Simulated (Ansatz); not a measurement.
Stretching the Sn1–I3 bond in HISn (SMILES [SnH][I]) (multiplicity 1 held, fragments rigid). Energies count from the point at 2.758 Å.
Geometry at that point (charge 0, multiplicity 1):
```xyz
3

Sn     0.4523     0.9150     0.9654
H      0.7303     2.1769    -0.2634
I     -0.4405    -0.9043    -0.9058
```

Restricted levels (R-, RO-) in cc, def2 and unpolarised 6-31G sets keep to the state of the molecule at rest. U- levels take the lowest unrestricted solution at each point, which mixes spins at long bonds. Active spaces are followed from a long bond inwards. Curves can end on different states.

Correlated levels freeze the cores. Filled d and f shells under p-block atoms count as core.

The values were computed with Ansatz (Gaussian orbitals). Each number belongs to the level named beside it. In def2 rows elements past Kr take small-core potentials, without spin–orbit coupling.

Energies in kJ/mol.

| R (Å) | U-MP2/def2-SVP | R-SCS-MP2/def2-SVP | R-CCSDT(Q)/def2-SVP | FIC-MRCISD on CASSCF(6,4)/def2-SVP | FIC-MRCISD+Q on CASSCF(6,4)/def2-SVP |
|---|---|---|---|---|---|
| 2.207 | 274 | 277 | 280 | 276 | 281 |
| 2.482 | 47 | 49 | 50 | 47 | 51 |
| 2.758 | 0 | 0 | 0 | 0 | 0 |
| 3.034 | 23 | 21 | 19 | 19 | 19 |
| 3.310 | 70 | 66 | 62 | 62 | 62 |
| 3.724 | 164 | 140 | 130 | 130 | 131 |
| 4.137 | 228 | 205 | 185 | 185 | 187 |
| 4.827 | 261 | 285 | 234 | 238 | 241 |
| 5.517 | 268 | 334 | 243 | 253 | 256 |
| 6.344 | 270 | 358 | 237 | 256 | 259 |
| 7.447 | 270 | 353 | 236 | 257 | 260 |
| 8.827 | 271 | 321 | 241 | 257 | 260 |

Doubts at one or more of the structures used: a spin-contaminated determinant (U-MP2/def2-SVP); a restricted determinant that unrestricted orbitals would lower (R-SCS-MP2/def2-SVP, R-CCSDT(Q)/def2-SVP); T1 above 0.05 (R-CCSDT(Q)/def2-SVP); other coupled-cluster roots lie near (R-CCSDT(Q)/def2-SVP); active orbitals that take no part (FIC-MRCISD on CASSCF(6,4)/def2-SVP, FIC-MRCISD+Q on CASSCF(6,4)/def2-SVP).

Ansatz is a quantum-chemistry and plane-wave program.
